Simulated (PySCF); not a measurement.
# Molecular orbitals of SiNi

BLYP at R = 2.125 Å; PySCF, no relativity, basis sets Si def2-TZVPP, Ni def2-TZVPP. State: ¹Σ⁺ (singlet), closed shell. Only the outer orbitals are listed, counted within each symmetry.

| orbital | occ. | ε (eV) | on Si (%) | main shells (%) |
| --- | --- | --- | --- | --- |
| 9σ | 2 | -10.82 | 87 | 87 Si s |
| 10σ | 2 | -5.73 | 37 | 57 Ni d, 29 Si p |
| 4π | 2 | -5.36 | 21 | 79 Ni d, 20 Si p |
| 4π | 2 | -5.36 | 21 | 79 Ni d, 20 Si p |
| 11σ | 2 | -4.45 | 27 | 41 Ni s, 32 Ni d, 27 Si p |
| 1δ | 2 | -4.26 | 0 | 100 Ni d |
| 1δ | 2 | -4.25 | 0 | 100 Ni d |
| 5π | 0 | -3.45 | 76 | 76 Si p, 19 Ni d |
| 5π | 0 | -3.45 | 76 | 76 Si p, 19 Ni d |
| 12σ | 0 | -2.03 | 27 | 60 Ni s, 31 Si p, 9 Ni p |

Problem. Which are the highest filled and the lowest empty level, where do they sit, and how wide is the gap?

Solution. Highest filled 1δ at -4.25 eV (in %: 100 Ni d); lowest empty 5π at -3.45 eV (in %: 76 Si p, 19 Ni d); the gap at BLYP is 0.80 eV.

```
bond order (Mayer)                               : 2.45
⟨S²⟩                                             : 0.000
charge on Si (Mulliken, basis-dependent)         : 0.16
charge on Si (Löwdin, basis-dependent)           : 0.33
dipole moment (positive dipole means Si(−)Ni(+)) : 0.18 D
```
